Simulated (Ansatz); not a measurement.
Reaction (ligand exchange at the Si–S bond): `SS[SiH2]Cl` + `N=CO` → `O/C=N/[SiH2]Cl` + `SS`

Computed with Ansatz on PBE0-D4/def2-TZVP structures; ΔE is electronic, products minus reactants. CCSD(T)/CBS is the MP2 limit (def2-TZVPP, def2-QZVPP) plus CCSD(T) − MP2 in def2-TZVPP, frozen cores. This one scheme is used for every species. DFT in def2-TZVPP. One conformer a species, not always the lowest.

`SS[SiH2]Cl`:

Z-matrix (Å, degrees):
```
Si
S 1 2.128
Cl 1 2.052 2 111.5
H 1 1.477 2 110.4 3 -119.3
H 1 1.481 2 106.4 3 117.8
S 2 2.065 1 97.5 3 67.6
H 6 1.346 2 97.6 1 -86.0
```

`N=CO`:

Cartesian coordinates in Å:
```
N 0.936 -0.351 -0.277
C -0.136 0.004 0.279
O -1.136 0.570 -0.402
H 1.580 -0.760 0.391
H -0.398 -0.090 1.335
H -0.847 0.626 -1.325
```

`O/C=N/[SiH2]Cl`:

Z-matrix (Å, degrees):
```
Si
Cl 1 2.069
N 1 1.707 2 112.5
H 1 1.478 2 107.2 3 -120.2
H 1 1.478 2 107.2 3 120.2
C 3 1.256 1 128.3 2 -0.0
O 6 1.331 3 123.3 1 -180.0
H 6 1.094 3 126.4 1 -0.0
H 7 0.969 6 107.1 3 0.0
```

`SS`:

Cartesian coordinates in Å:
```
S 0.896 0.342 0.589
S -0.114 -0.233 -1.095
H -0.019 1.191 1.093
H -0.762 -1.300 -0.587
```

```csv
level,ΔE (kcal/mol)
ωB97X-V,-1.1
B2PLYP,-1.8
PBE,0.4
MP2/def2-TZVPP,-0.5
CCSD/def2-TZVPP,-1.5
HF/def2-QZVPP,-4.7
MP2/def2-QZVPP,-0.2
CCSD/CBS(def2),-0.8
```

Problem. What does CCSD(T)/CBS give? (Estimate.)

Solution. Computed: -0.2 kcal/mol. The listed levels differ from it by -0.9, -1.6, 0.6, -0.3, -1.3, -4.5, 0.0, -0.6 kcal/mol.

Largest T1 diagnostic among the species: 0.014.

The D4 term adds +1.2 kcal/mol with B3LYP and +0.6 kcal/mol with PBE0; it sums over pairs of atoms, weighted by their polarisabilities, and B3LYP, whose exchange is more repulsive, gets the larger term. In def2-TZVPP, CCSD(T) changes the Hartree–Fock value by +3.5 kcal/mol (the triples alone add +0.6 kcal/mol) and MP2 by +3.9 kcal/mol.

B3LYP here is the variant with VWN-RPA as its local correlation; programs differ in this.
